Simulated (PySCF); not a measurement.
BClHI, SMILES ClBI.

Geometry optimised at B3LYP-D3(BJ)/def2-TZVP. The def2 effective core potentials stand for the cores of I; spin–orbit coupling is left out.

Computed with B3LYP-D3(BJ)/def2-TZVP (PySCF).

Frequencies are harmonic and unscaled.

```json
[
 {"mode": "1", "ν (cm⁻¹)": "201", "IR (km/mol)": "0.0", "moving atoms (share of kinetic energy)": "Cl 66 %, I 22 %, B 12 %"},
 {"mode": "2", "ν (cm⁻¹)": "559", "IR (km/mol)": "33.6", "moving atoms (share of kinetic energy)": "B 78 %, H 10 %"},
 {"mode": "3", "ν (cm⁻¹)": "727", "IR (km/mol)": "3.1", "moving atoms (share of kinetic energy)": "H 67 %, B 32 %"},
 {"mode": "4", "ν (cm⁻¹)": "849", "IR (km/mol)": "197.6", "moving atoms (share of kinetic energy)": "B 63 %, Cl 21 %, H 16 %"},
 {"mode": "5", "ν (cm⁻¹)": "1043", "IR (km/mol)": "238.0", "moving atoms (share of kinetic energy)": "H 79 %, B 20 %"},
 {"mode": "6", "ν (cm⁻¹)": "2706", "IR (km/mol)": "62.0", "moving atoms (share of kinetic energy)": "H 91 %, B 9 %"}
]
```
